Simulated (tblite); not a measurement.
C4H8BNSi.
Geometry (GFN2-xTB, Å), atoms numbered from 1 in this order:
```
atom  x, y, z in Å
C1    -2.139    2.113   -0.303
C2    -2.071    0.938   -0.054
Si3   -1.885   -0.862    0.390
B4    -0.239   -1.175    1.475
N5     0.848   -0.609    0.703
C6     1.667   -0.133    0.042
C7     2.653    0.457   -0.812
H8    -2.222    3.139   -0.528
H9    -3.159   -1.224    1.042
H10   -1.911   -1.527   -0.938
H11   -0.265   -0.591    2.517
H12   -0.005   -2.339    1.609
H13    3.474    0.865   -0.220
H14    3.047   -0.303   -1.487
H15    2.203    1.258   -1.400
```

Calculated harmonic vibrations of the isolated species, GFN2-xTB (tblite), most abundant isotopes, no scaling. Against measured fundamentals such values can be off by several per cent, at times by over 20. Modes of hydrogen on boron and silicon can be 10 to 20 % off. One conformer, not necessarily the lowest. The optimisation stopped once no atom felt more than 0.01 eV/Å.

Lowest wavenumbers of the output (negative numbers stand for imaginary wavenumbers):
```
mode    cm-1
  1     -33.7
  2      23.5
  3      66.5
  4     104.0
  5     170.7
  6     207.0
  7     212.4
  8     273.1
  9     331.4
 10     342.6
```

Task: Is this structure a minimum?

Result: Not by this Hessian. 1 mode is imaginary beyond 20i (34i cm⁻¹), so at this level the point lies at or near a first-order saddle. The curvature is small, so loose convergence or finite differences may be the whole cause.

Task: Which atoms move in the imaginary mode?

Result: 34i: H14 (methyl hydrogen) 34 %, H15 (methyl hydrogen) 32 %, H13 (methyl hydrogen) 32 %. These are shares of the mass-weighted motion.

Task: What is the remedy?

Result: Step along that mode in both directions, optimise again with tighter thresholds and repeat the frequencies. The zero-point energy of this point (63.8 kcal/mol) counts the 38 real modes alone, and thermal corrections from it aren't those of a minimum.
